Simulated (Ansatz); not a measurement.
C$_{2}$H$_{6}$BI, SMILES `BCCI`, relaxed with RKS PBE-D4/def2-SVP in Ansatz 0.2.0 from a rough embedded geometry. The force threshold is 0.03 eV/Å; the program also tests the step.

The species carries charge 0 and has multiplicity 1. I takes the def2 core potential.

Start:

```xyz
10

B     0.771   -0.550   -1.146
C     0.400   -0.319    0.326
C    -0.792    0.578    0.408
I    -1.392    0.979    2.465
H     1.900   -0.237   -1.558
H     0.066   -1.074   -1.952
H     1.234    0.171    0.863
H     0.156   -1.253    0.792
H    -1.722    0.128   -0.139
H    -0.621    1.577   -0.059
```

```json
{"step": "1", "energy (eV)": "-10941.3664", "largest force (eV/Å)": "2.110", "largest move (Å)": "0.000"}
{"step": "2", "energy (eV)": "-10941.5221", "largest force (eV/Å)": "0.760", "largest move (Å)": "0.102"}
{"step": "3", "energy (eV)": "-10941.5562", "largest force (eV/Å)": "0.259", "largest move (Å)": "0.053"}
{"step": "4", "energy (eV)": "-10941.5635", "largest force (eV/Å)": "0.120", "largest move (Å)": "0.024"}
{"step": "5", "energy (eV)": "-10941.5928", "largest force (eV/Å)": "0.131", "largest move (Å)": "0.200"}
{"step": "6", "energy (eV)": "-10941.6097", "largest force (eV/Å)": "0.364", "largest move (Å)": "0.196"}
{"step": "7", "energy (eV)": "-10941.6422", "largest force (eV/Å)": "0.155", "largest move (Å)": "0.183"}
{"step": "8 (rejected)", "energy (eV)": "-10941.6264", "largest force (eV/Å)": "0.380", "largest move (Å)": "0.199"}
{"step": "9", "energy (eV)": "-10941.6482", "largest force (eV/Å)": "0.046", "largest move (Å)": "0.099"}
{"step": "10", "energy (eV)": "-10941.6489", "largest force (eV/Å)": "0.021", "largest move (Å)": "0.048"}
```

End:

```xyz
10

B     0.837   -0.578   -1.191
C     0.439   -0.142    0.254
C    -0.881    0.582    0.416
I    -1.483    0.845    2.515
H     1.971   -0.969   -1.399
H     0.025   -0.612   -2.099
H     1.272    0.369    0.785
H     0.399   -1.151    0.749
H    -1.727    0.043   -0.047
H    -0.851    1.613    0.018
```

It took 11 s on 4 threads of an Arm Neoverse V1 on a shared host, with 0.14 GiB of host memory at the peak.
